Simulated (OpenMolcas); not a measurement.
V3+ (d2) in a complex was computed by SS-CASPT2, IPEA 0.25 Eh, imaginary shift 0.1 Eh with the d shell active (OpenMolcas, ANO-RCC-VDZP on the metal). Its lowest spin-free states, and all those of the highest spin:

| 2S+1 | Degeneracy | E (cm-1) |
| --- | --- | --- |
| 3 | 1 | 0 |
| 3 | 3 | 4980 |
| 1 | 2 | 9260 |
| 3 | 3 | 10090 |
| 1 | 3 | 13850 |
| 1 | 1 | 16230 |
| 3 | 3 | 17760 |
| 1 | 3 | 18840 |
| 1 | 2 | 23080 |
| 1 | 3 | 23810 |
| 1 | 1 | 39630 |

Is the site octahedral, tetrahedral or cube-like, axial, or of lower symmetry?

The states with 2S+1 = 3 have orbital degeneracies 1, 3, 3, 3. Threefold states need a cubic site. For d2 at this spin an octahedron puts the threefold T1 below the threefold T2 and a tetrahedron or cube puts the single A2 below the threefold T2, so the site is a tetrahedron or a cube, which this pattern cannot tell apart. The first gap at this spin, 4980 cm-1, is |10Dq| in ligand-field theory. The run had V3+ with 4 ligands (chloride) in tetrahedral coordination (Td) at 2.27 Å. A charge of +0.25 e stands 2.6 Å behind each ligand. Ligand basis ANO-RCC-VDZP.

Roots that are degenerate in the reference are averaged as groups; the widest CASPT2 spread within a group is 770 cm-1 (the 3-fold group of multiplicity 1 near 18800 cm-1 above the lowest state of its run). Shifts and gaps below about the spread of the groups concerned are not significant. Over all roots computed the reference weight is 0.72 to 0.74; a low but even weight reflects the number of correlated electrons. Ligand-to-metal charge-transfer states are missing. These CASPT2 states fit no ligand-field parameters well, so their order and spin gaps are uncertain. With no ligand orbital active B as a rule stays too high, so bands that hang on it stand too high and its fall with covalency is understated. With one d shell and no ligand orbital active, 10Dq can be off by a tenth or more. No measured value stands beside these numbers; the geometry was imposed, not optimised, and the real ion may take another.
